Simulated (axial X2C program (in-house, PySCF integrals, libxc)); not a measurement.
# Correcting the dissociation energy of SrF⁺ for spin–orbit coupling

A spin-free CCSD(T) curve (one-electron X2C) was computed with an axial X2C code built on PySCF integrals, basis Sr dyall-cv3z [13s12p8d5f1g], F dyall-av3z [7s6p3d2f] (cores contracted in-house), for the state M_S = 0, Λ = 0 (closed shell). It gives D0 = 5.765 eV to Sr+ + F, which in a spin-free picture are the weighted means of the ground terms.

Correlated methods: 8 electrons correlated (number of frozen shells: Sr 4 s, 3 p, 1 d; F 1 s), 262 virtual spin orbitals or spinors in MP2, 86 natural virtuals in coupled cluster.

Measured levels of the ground terms (NIST Handbook of Basic Atomic Spectroscopic Data), in cm⁻¹: Sr+ 2S: J = 1/2 at 0; F 2P: J = 3/2 at 0, J = 1/2 at 404.1.

The molecular state has Λ = 0, so it has no first-order lowering.

Question: How far does each ground level lie under the (2J+1)-weighted mean of its term?

Answer: Sr+: a single level, 0; F: (4 × 0 + 2 × 404.1)/6 = 135 cm⁻¹.

Question: Correct D0.

Answer: D0 = 5.765 + (0 − 135)/8065.5 = 5.748 eV at CCSD(T) with these spin–orbit terms. The direct two-component run gives 5.749 eV; the difference holds second-order terms in the molecule, scalar two-electron terms, the gap between measured and computed atomic splittings (a 2c atom can miss part of its lowering) and, in coupled cluster, the truncation of each run.

Second-order spin–orbit effects in the molecule, which grow quickly with Z, are left out. Occupations by symmetry block were frozen at the best pattern of an incomplete PBE0 search. Dissociation energies refer to the lowest single-determinant-based atoms at the same level and basis. CCSD and (T) use frozen natural virtuals with an MP2 correction for the truncation; (T) itself is uncorrected, so its De runs slightly low. The outer-core s and p shells of the metal are frozen in the correlated rows, which leaves out core–valence correlation; for alkali and alkaline-earth bonds that tends to lengthen them. With the outer-core shells frozen, correlated bond lengths of heavy atoms tend to come out a few hundredths of an ångström too long.
